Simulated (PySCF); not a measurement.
Bonds (- single, = double, # triple, : aromatic): C1=C2 1.319 Å, C2-C3 1.500 Å, C3-C4 1.525 Å, C4=C5 1.301 Å, C5=O6 1.156 Å, C4-C7 1.494 Å, C7-F8 1.342 Å, C7-F9 1.348 Å, C7-F10 1.339 Å. C1 carries H11, H12; C2 carries H13; C3 carries H14, H15. H11 is cis to C3; H12 is trans to C3.

One conformer, rapidly exchanging positions averaged, relativity neglected, gas phase. σ from GIAO-PBE0/pcSseg-1; coordinates at the GFN2-xTB level; PySCF.

References, each an isolated molecule treated in the same way: 13C and 1H against TMS; 17O vs H2O; CFCl3 for 19F.

| atoms | nucleus | count | Hirshfeld charge | δ (ppm) |
| --- | --- | --- | --- | --- |
| O6 | 17O | 1 | -0.13 | ? |
| C7 | 13C | 1 | 0.26 | ? |
| H12 | 1H | 1 | 0.05 | 5.51 |
| H13 | 1H | 1 | 0.04 | 6.02 |
| C4 | 13C | 1 | -0.10 | 36.5 |
| F8/F9/F10 | 19F | 3 | -0.09 | ? |
| C2 | 13C | 1 | -0.05 | ? |
| H11 | 1H | 1 | 0.05 | 5.64 |
| C1 | 13C | 1 | -0.10 | 126.4 |
| C3 | 13C | 1 | -0.06 | 33.9 |
| H14/H15 | 1H | 2 | 0.05 | 3.01 |
| C5 | 13C | 1 | 0.21 | 197.9 |

Question: Estimate the values marked ?.

Answer: 
- C2: 143.2 ppm, alkene CH; as expected for a trigonal carbon in a double bond
- C7: 136.0 ppm, CF3 carbon; 3 electronegative neighbours deshield it
- O6: 401.1 ppm, carbonyl oxygen
- F8/F9/F10: -65.0 ppm, fluorine of a CF3 group

Shifts are as computed. Against solution values, carbons near 30 ppm lie about +3 ppm off and those near 130 ppm about +5 ppm. Of 1211 compounds with measured shifts, 218 miss one by over three times the rms of a fit or turn the order of signals round; such compounds aren't used in these exercises. Unscaled 19F shifts against computed CFCl3 carry errors that often reach 10 to 50 ppm. Unscaled 17O shifts of doubly bonded oxygen tend to come out too high, by tens of ppm or more. Experimental scales use liquid or dissolved standards, which lie at an offset from isolated H2O (liquid H2O: subtract about 36 ppm).
